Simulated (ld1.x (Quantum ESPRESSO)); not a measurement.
**osmium, RRKJ: configuration errors across variants**

- Element: Os (Z = 76)
- Generator: ld1.x (Quantum ESPRESSO) 7.5
- Type: norm-conserving RRKJ (Kleinman–Bylander form)
- Functional: PBE
- Relativity: fully relativistic
- Frozen core: [Kr] 4d10 4f14 5s2
- Valence charge: 14
- Reference configuration: 5p6 5d6 6s2 6p0
- Partial waves: 5p (bound): rc 1.60 bohr; 5d (bound): rc 1.80 bohr; 6s (bound): rc 2.20 bohr
- Local potential: the s channel
- Core correction: Bessel-smoothed model core, default radius (core density twice the valence density)
- rho0: 0.02

Open shells are filled in proportion to 2j + 1 (rel_dist='average').

All-electron excitation energies from the reference (eV): (1) 5p6 5d6 6s1 6p0 9.585; (2) 5p6 5d6 6s0 6p0 26.503; (3) 5p6 5d5 6s0 6p0 55.342; (4) 5p6 5d5 6s2 6p1 6.049; (5) 5p6 5d6 6s1.5 6p0 3.918; (6) 5p6 5d6.5 6s1.5 6p0 0.050; (7) 5p6 5d6 6s1 6p1 5.008.

2 further variants failed, have other tests or too few solved ones, and are left out.

Errors AE − PS in meV (a dash: test not solved or not reliable):

```csv
change,(1),(2),(3),(4),(5),(6),(7),bound ghosts
base,-7.3,-40,-67,-749,-1.6,-11,-580,none
wave 5p (bound): rc 1.60 bohr becomes 5p (bound): rc 1.66 bohr,-7.3,-40,-67,-747,-1.7,-11,-578,none
wave 5p (bound): rc 1.60 bohr becomes 5p (bound): rc 1.82 bohr,-7.2,-40,-67,-744,-1.6,-11,-576,none
wave 5p (bound): rc 1.60 bohr becomes 5p (bound): rc 1.96 bohr,-7.1,-40,-67,-742,-1.6,-11,-575,none
wave 5p (bound): rc 1.60 bohr becomes 5p (bound): rc 2.22 bohr,-7.2,-40,-68,-750,-1.5,-11,-581,none
wave 5p (bound): rc 1.60 bohr becomes 5p (bound): rc 2.38 bohr,-7.4,-41,-72,-772,-1.6,-11,-598,none
```

(1) Give the same row for: wave 5p (bound): rc 1.60 bohr becomes 5p (bound): rc 1.48 bohr.

Results:

(1) -7.3, -40, -67, -751, -1.6, -11, -581; bound ghosts: none.
